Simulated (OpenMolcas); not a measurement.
# As II: effect of the level shift or regulariser

* Program: OpenMolcas 26.06
* Basis: ANO-RCC-VQZP [7s6p4d2f1g]
* Scalar Hamiltonian: DKH2, point nucleus
* Active space: 2 electrons in 9 orbitals (RAS2 4p; RAS3 4d 5s, at most 1 electron)
* State averaging: 2S+1 = 3 even, 3 roots; 2S+1 = 1 even, 6 roots; 2S+1 = 3 odd, 18 roots; 2S+1 = 1 odd, 18 roots
* Spin-orbit coupling: state interaction with AMFI integrals over the reference wave functions, term energies averaged over their components

Methods on the same reference wave functions:
A. RASSCF
B. MS-RASPT2, IPEA 0.25 Eh, imaginary shift 0.1 Eh (closed shells correlated: 3d 4s)
C. MS-RASPT2, IPEA 0.25 Eh, sigma2 regulariser 0.3 Eh (closed shells correlated: 3d 4s)

Energies in cm-1 above 4s2 4p2 3P0, the measured ground level; measured values from NIST Handbook of Basic Atomic Spectroscopic Data.

```json
{"Level": "4s2 4p2 3P0", "A": "0.0", "B": "0.0", "C": "0.0", "Measured": "0.0"}
{"Level": "4s2 4p2 3P1", "A": "886", "B": "899", "C": "899", "Measured": "1063"}
{"Level": "4s2 4p2 3P2", "A": "2253", "B": "2230", "C": "2230", "Measured": "2541"}
{"Level": "4s2 4p2 1D2", "A": "12470", "B": "9940", "C": "9940", "Measured": "10096"}
{"Level": "4s2 4p2 1S0", "A": "28375", "B": "26200", "C": "26200", "Measured": "22599"}
{"Level": "4s2 4p 5s 3P* 0", "A": "78727", "B": "79060", "C": "79060", "Measured": "78731"}
{"Level": "4s2 4p 5s 3P* 1", "A": "79162", "B": "79430", "C": "79430", "Measured": "79128"}
{"Level": "4s2 4p 5s 3P* 2", "A": "81123", "B": "81450", "C": "81450", "Measured": "81509"}
{"Level": "4s2 4p 5s 1P* 1", "A": "83191", "B": "82960", "C": "82970", "Measured": "82819"}
{"Level": "4s2 4p 4d 3F* 2", "A": "87798", "B": "89140", "C": "89150", "Measured": ""}
{"Level": "4s2 4p 4d 3F* 3", "A": "88757", "B": "89580", "C": "89580", "Measured": ""}
{"Level": "4s2 4p 4d 3F* 4", "A": "89983", "B": "90870", "C": "90870", "Measured": ""}
{"Level": "4s2 4p 4d 1D* 2", "A": "91629", "B": "86990", "C": "87010", "Measured": ""}
{"Level": "4s2 4p 4d 3D* 1", "A": "97725", "B": "93900", "C": "93910", "Measured": ""}
{"Level": "4s2 4p 4d 3D* 3", "A": "98988", "B": "95050", "C": "95050", "Measured": ""}
{"Level": "4s2 4p 4d 3P* 0", "A": "99413", "B": "96630", "C": "96710", "Measured": ""}
{"Level": "4s2 4p 4d 3P* 1", "A": "99422", "B": "96470", "C": "96530", "Measured": ""}
{"Level": "4s2 4p 4d 1F* 3", "A": "110546", "B": "106590", "C": "106590", "Measured": ""}
{"Level": "4s2 4p 4d 1P* 1", "A": "110577", "B": "105420", "C": "105510", "Measured": ""}
```

Deviations, from unrounded energies. A percentage is the sum of absolute deviations over the sum of measured energies, with the sign that they share, or ± where signs differ.

```json
{"Against measurement": "mean absolute deviation (cm-1)", "Levels": "8", "A": "1200", "B": "630", "C": "630"}
{"Against measurement": "fine structure of the ground term (%)", "Levels": "2", "A": "-12.9", "B": "-13.2", "C": "-13.2"}
{"Against measurement": "other terms of the ground configuration (%)", "Levels": "2", "A": "+24.9", "B": "±11.5", "C": "±11.5"}
{"Against measurement": "other configurations (%)", "Levels": "4", "A": "±0.2", "B": "±0.3", "C": "±0.3"}
```

B, C lie about equally close to measurement and A furthest from it. The largest miss of B in the table is 4s2 4p2 1S0, by +3600 cm-1. The ranking rests on the paired levels alone, and a cruder setting can come out closer through cancelling errors.

Between B and C the level of the table that moves most is 4s2 4p 4d 1P* 1, by 84 cm-1 (lowest in B, highest in C). Moves below CASPT2's spread within the term are not significant.

The two smallest mean deviations differ by little beside CASPT2's spread within terms, so their order carries little weight.

From A to B the spin-free energies of the other terms of 4s2 4p2 shown, above 3P, scale by factors of 0.76 to 0.92.

The lowest spin-free term lies below A's lowest term by 0.150 hartree in B, 0.150 hartree in C.

CASPT2 does not keep the components of a term degenerate, so their means are used; among the terms shown or strongly mixed into the levels shown the widest spread is 140 cm-1 (4s2 4p 4d 1F*, B). ANO sets are built for valence states and can reach diffuse excited orbitals poorly, and with the s shell closed the s pⁿ⁺¹ terms that mix with these levels are absent. With the s shell closed, the reference lacks s² → p² mixing. Without dynamic correlation excited terms often stand tens of per cent too high (terms of higher spin than the ground term too low), and those without a measured partner can miss by more than the paired ones (holds for A). Some terms miss by over 15 % even with CASPT2, which points to a basis or an active space too small for the shells correlated (holds for B; C). Computed and measured levels are paired by configuration, term and J; levels that our copy of the source lacks, or whose pairing is in doubt (as where it misses far off the trend of its configuration), stay unpaired and out of the deviations. Where the source uses jj or jK labels, the order within each J decides. Only configurations of the active space appear. The table leaves out levels that lie high or whose names do not pair safely across all columns.

* marks odd parity.
